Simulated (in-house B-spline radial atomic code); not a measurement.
Configurations of In⁷⁺, with energies counted from [Kr] 4d6. Level of theory: scalar-relativistic (X2C) RPBE, spin-polarised, spherical fractional occupations, Fermi nucleus of rms radius 4.6156 fm; calculated with an all-electron radial atomic-structure program (B-spline basis). Shells without spins written out take the highest spin.

Occupations are held fixed; configurations that lie above the ionisation limit could autoionise.

```csv
configuration,E - E(ref) (eV),highest orbital,its <r> (bohr)
"[Kr] 4d(2 up, 4 down)",3.239,4d up,1.015
[Kr] 4d5 4f1,57.791,4f up,1.387
[Ar] 3d10 4s2 4p5 4d7,64.047,4d down,1.014
[Kr] 4d5 5d1,66.984,5d up,2.29
"[Kr] 4d(2 up, 3 down) 5d(0 up, 1 down)",74.327,5d down,2.304
"[Ar] 3d10 4s2 4p(2 up, 3 down) 4d(2 up, 4 down) 4f(1 up, 0 down)",129.91,4f up,1.421
"[Ar] 3d(4 up, 5 down) 4s2 4p6 4d(1 up, 5 down) 5f(0 up, 1 down)",528.66,5f down,2.918
```

(1) Order these further configurations by energy, lowest first.
A. [Ar] 3d10 4s2 4p(3 up, 2 down) 4d(2 up, 4 down) 5p(0 up, 1 down)
B. [Kr] 4d5 5p1
C. [Ar] 3d10 4s2 4p5 4d6 5f1
D. [Ar] 3d9 4s2 4p6 4d7
E. [Kr] 4d5 5s1

(2) How far above the reference does [Ar] 3d10 4s2 4p5 4d6 5p1 lie?

(3) How far above the reference does [Ar] 3d9 4s2 4p6 4d6 5p1 lie?

## Answers

(1) E (33.973 eV), B (47.375 eV), A (119.77 eV), C (151.2 eV), D (438.16 eV).

(2) 112.19 eV; its least bound orbital is 5p up with <r> = 1.921 bohr.

(3) 489.4 eV; its least bound orbital is 5p up with <r> = 1.905 bohr.
